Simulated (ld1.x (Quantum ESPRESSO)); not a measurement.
# Before and after: TM potential for lithium

- Element: Li
- Generator: ld1.x (Quantum ESPRESSO) 7.5
- Type: norm-conserving Troullier–Martins (Kleinman–Bylander form)
- Functional: LDA (PZ)
- Relativity: scalar-relativistic
- Frozen core: [He]
- Valence charge: 1
- Reference configuration: 2s0.5 2p0.5
- Partial waves: 2s (bound): rc 2.10 bohr; 2p (bound): rc 4.20 bohr; 3d channel at -0.1 Ry: rc 4.45 bohr
- Local potential: all-electron potential smoothed inside 1.70 bohr (lloc = -1)
- Core correction: Bessel-smoothed model core inside 2.15 bohr

Change: wave 2s (bound): rc 2.10 bohr becomes 2s (bound): rc 1.66 bohr.

Cutoffs: the cutoffs (Ry, on a coarse ladder) from which the occupation-weighted sum of valence levels, in a spherical-Bessel basis at the reference potential, stays within 10 and 1 mRy of its value at 400 Ry; they do not see the model core or the augmentation charge, which bear on the density cutoff. Errors are all-electron minus pseudo energies relative to the spin-unpolarised reference configuration.

What does the change do?

The potential gets harder (6 Ry and 6 Ry → 6 Ry and 21 Ry); of the 5 tests that both files solve, the error grows in 0 and shrinks in 1 by more than 15 % and 0.3 meV (median size 1.7 → 1.3 meV); neither file shows a bound ghost. A smaller radius makes the pseudo-wave follow the all-electron one further in, where it bends more sharply, so more plane waves are needed.

```csv
quantity,base,changed
"cutoff, loose",6 Ry,6 Ry
"cutoff, tight",6 Ry,21 Ry
loose cutoff by channel (10 mRy a level),"s 6 Ry, p 6 Ry","s 12 Ry, p 6 Ry"
bound ghosts,none,none
"error for 2s1 2p0, meV [ΔE -0.87 eV]",-1.0,-1.0
"error for 2s0.5 2p0, meV [ΔE 1.17 eV]",+2.4,+2.6
"error for 2s0 2p1, meV [ΔE 0.88 eV]",-1.3,-1.3
"error for 2s0.5 2p0.5 (spin-polarised), meV [ΔE -0.20 eV]",+4.1,+3.8
"error for 2s1 2p0 (spin-polarised), meV [ΔE -1.11 eV]",+1.7,+1.2
s: phases at 4.87 bohr within 0.05 rad from the reference energy up to (Ry; the scan ends near 5),0.5,0.5
p: phases at 4.87 bohr within 0.05 rad from the reference energy up to (Ry; the scan ends near 5),0.5,0.5
d: phases at 4.87 bohr within 0.05 rad from the reference energy up to (Ry; the scan ends near 5),1.4,1.4
```
